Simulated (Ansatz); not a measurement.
Consider the ligand exchange at a B–C bond: `B[CH2][AlH][GeH3]` + H₂Te → `B[TeH]` + `[CH3][AlH][GeH3]`.

Gas-phase electronic energies from Ansatz, PBE0-D4/def2-TZVP geometries. CBS: MP2 limit from def2 TZ/QZ plus the TZ coupled-cluster correction, frozen cores. Functionals use def2-TZVPP. def2 core potentials past Kr. For Ge, Te outer-core shells are correlated without core-valence functions, which leaves a few kJ/mol of doubt a bond. Scalar relativity is left out up to krypton. Each species was taken in one conformer, which may not be the lowest.

`B[CH2][AlH][GeH3]`:

Cartesian coordinates in Å:
```
B -1.548 -0.808 -0.902
C -0.344 -0.294 -1.651
Al 1.073 -0.317 -0.258
Ge 0.746 0.953 1.839
H -2.171 -0.082 -0.176
H -1.845 -1.970 -0.936
H 0.055 -0.876 -2.484
H -0.327 0.788 -1.848
H 2.415 -1.102 -0.580
H -0.062 2.246 1.612
H -0.054 0.110 2.854
H 2.063 1.351 2.531
```

H₂Te:

Cartesian coordinates in Å:
```
Te -0.507 -0.576 -0.124
H 0.249 0.045 1.212
H 0.258 0.531 -1.088
```

`B[TeH]`:

Cartesian coordinates in Å:
```
B -0.361 0.096 0.620
Te 1.368 -0.261 -0.514
H -1.414 0.245 0.088
H -0.216 0.137 1.802
H 0.623 -0.217 -1.996
```

`[CH3][AlH][GeH3]`:

Z-matrix (Å, degrees):
```
C
Al 1 1.951
H 1 1.092 2 113.2
H 1 1.096 2 110.3 3 -121.1
H 1 1.095 2 110.8 3 121.8
Ge 2 2.482 1 120.6 3 -177.3
H 2 1.592 1 121.2 3 3.0
H 6 1.544 2 111.8 1 -120.3
H 6 1.544 2 112.0 1 121.3
H 6 1.543 2 114.0 1 0.4
```

(1) Is it downhill or uphill in electronic energy at CCSD(T)/CBS, and by how much? (Best estimate.)

(2) What do these levels give: PBE0-D4, ωB97X-V, ωB97M-V, B2PLYP, HF/def2-TZVPP, MP2/def2-TZVPP, SCS-MP2/def2-TZVPP, CCSD/def2-TZVPP, CCSD(T)/def2-TZVPP, HF/def2-QZVPP, MP2/def2-QZVPP, CCSD/CBS(def2)? (An estimate is asked.)

Largest T1 diagnostic among the species: 0.015.

Results:

(1) The calculation gave: Downhill: ΔE = -40.0 kJ/mol.

(2) Computed: PBE0-D4 -36.4, ωB97X-V -33.2, ωB97M-V -30.4, B2PLYP -39.7, HF/def2-TZVPP -36.6, MP2/def2-TZVPP -41.0, SCS-MP2/def2-TZVPP -39.2, CCSD/def2-TZVPP -36.8, CCSD(T)/def2-TZVPP -38.4, HF/def2-QZVPP -36.3, MP2/def2-QZVPP -41.8, CCSD/CBS(def2) -38.4 kJ/mol.

The D4 term adds +3.2 kJ/mol with B3LYP and +2.0 kJ/mol with PBE0; it sums over pairs of atoms, weighted by their polarisabilities, and B3LYP, whose exchange is more repulsive, gets the larger term.

B3LYP here is the variant with VWN-RPA as its local correlation; programs differ in this.
